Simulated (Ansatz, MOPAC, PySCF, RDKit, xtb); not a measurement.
Torsion H3–Si1–S2–H6 in H4SSi (SMILES [SiH3]S); at each angle all else is relaxed with GFN2-xTB, and the levels are single points there.
Geometry at 60° (charge 0, multiplicity 1):
```xyz
6

Si    -0.5979    -0.0452    -0.0236
S      1.4288    -0.2844    -0.6909
H     -0.7362    -0.7611     1.2381
H     -1.4713    -0.6060    -1.0465
H     -0.7330     1.3925     0.1177
H      1.4148    -1.6063    -0.7752
```

| level | energy at 0° less that at 60° (meV) | minus MP2/CBS(cc-pV(T+d)Z, cc-pV(Q+d)Z) + ΔCCSD(T)/cc-pV(T+d)Z | cost |
|---|---|---|---|
| MMFF94 | 21.9 | -16.0 | - |
| UFF | 30.9 | -7.0 | - |
| GFN-FF | 6.3 | -31.5 | - |
| AM1 | 2.8 | -35.1 | - |
| PM6 | 18.8 | -19.1 | - |
| GFN1-xTB | 41.0 | 3.1 | - |
| GFN2-xTB | 23.2 | -14.7 | - |
| HF/STO-3G | 34.2 | -3.7 | - |
| SVWN5/def2-TZVPP | 38.6 | 0.8 | ×0.8 |
| PBE/def2-TZVPP | 38.1 | 0.2 | ×1 |
| PBE-D4/def2-TZVPP | 38.2 | 0.3 | ×1 |
| BLYP-D4/def2-TZVPP | 38.4 | 0.6 | ×1 |
| r2SCAN/def2-TZVPP | 40.3 | 2.4 | ×2 |
| B3LYP/LANL2DZ | 36.7 | -1.2 | - |
| PBE0-D4/def2-TZVPP | 38.9 | 1.1 | ×2 |
| MP2/cc-pV(D+d)Z | 46.0 | 8.1 | - |
| MP2/CBS(cc-pV(T+d)Z, cc-pV(Q+d)Z) | 39.4 | 1.6 | - |
| SCS-MP2/cc-pV(D+d)Z | 45.0 | 7.1 | - |
| SCS-MP2/cc-pV(Q+d)Z | 40.2 | 2.4 | - |
| MP2/CBS(cc-pV(T+d)Z, cc-pV(Q+d)Z) + ΔCCSD(T)/cc-pV(T+d)Z | 37.9 | 0.0 | ×20 |

 The comparison column counts from a level with limits of its own.

The rows run from 2.8 (AM1) to 46.0 meV (MP2/cc-pV(D+d)Z). The dispersion term adds 0.1 in PBE-D4. The 3 functionals in def2-TZVPP without D3 or D4 span 2.2, from PBE to r2SCAN.

On the grid 0° to 120°, 0° is the highest and 60° the lowest point at MP2/CBS(cc-pV(T+d)Z, cc-pV(Q+d)Z) + ΔCCSD(T)/cc-pV(T+d)Z.

Correlated levels freeze the cores. CBS: X⁻³ extrapolation of the correlation energy, Hartree–Fock from the larger set. Rows in LANL2DZ, STO-3G carry no dispersion term and start afresh at each structure. LANL2DZ brings its own core potentials from Na on. The state that AM1, PM6 reach isn't checked.

Codes used: Ansatz (a quantum-chemistry and plane-wave program); MOPAC for AM1, PM6 (differences of heats of formation); PySCF for LANL2DZ rows, STO-3G rows, the dispersion terms; RDKit for the force fields; xtb for the GFN methods. Each number belongs to the level named beside it.

Costs are rough ratios of core time to PBE/def2-TZVPP (about 2.8 s over the structures, on one shared machine); a dash marks a level with no comparable run of its own.
